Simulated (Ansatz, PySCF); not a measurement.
Molecule: C₂H₂O, net charge 0, singlet state. 
Coordinates optimised at B3LYP-D3(BJ)/def2-TZVP (Ansatz, a quantum-chemistry and plane-wave program):
```xyz
5

C     -0.5598    -0.3894    -0.1406
C      0.6961    -0.5349    -0.0506
O     -0.1265     0.8836     0.1831
H     -1.5447    -0.7845    -0.3237
H      1.7394    -0.7389     0.0057
```

Dipole moments at this geometry, in debye (magnitudes).

| level | program | dipole (D) |
|---|---|---|
| HF/def2-TZVPD | PySCF | 2.78 |
| SVWN5/def2-TZVPD | PySCF | 2.20 |
| revPBE/def2-TZVPD | Ansatz | 2.14 |
| BP86/def2-TZVPD | PySCF | 2.17 |
| M06-L/def2-TZVPD | PySCF | (withheld) |
| BHLYP/def2-TZVPD | Ansatz | 2.55 |
| TPSSh/def2-TZVPD | PySCF | 2.27 |
| r2SCANh/def2-TZVPD | Ansatz | 2.30 |
| r2SCAN0/def2-TZVPD | Ansatz | 2.38 |
| PW6B95/def2-TZVPD | PySCF | 2.37 |
| M06-2X/def2-TZVPD | PySCF | 2.41 |
| CAM-B3LYP/def2-TZVPD | Ansatz | 2.46 |
| LC-wPBE/def2-TZVPD | Ansatz | 2.46 |
| CCSD(T)/aug-cc-pVDZ | Ansatz | (withheld) |

Q: Fill in the missing entries.

A: 
- M06-L/def2-TZVPD, dipole (D): 2.15
- CCSD(T)/aug-cc-pVDZ, dipole (D): 2.32
